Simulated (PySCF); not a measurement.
A structure optimised at B3LYP-D3(BJ)/def2-SVP, used in a PySCF frequency run:

```
Ga
F 1 1.7470
F 1 1.7487 2 115.05
Se 1 2.3053 2 122.39 3 180.00
H 4 1.4777 1 90.14 2 -180.00
```
Charge 0, spin multiplicity 1.

### Question
Write its SMILES, formula and point group.

### Answer
[F][Ga]([F])[SeH], F2GaHSe, Cs

### Question
What are its rotational constants (standard atomic weights)?

### Answer
5.9611, 1.4833, 1.1877 GHz
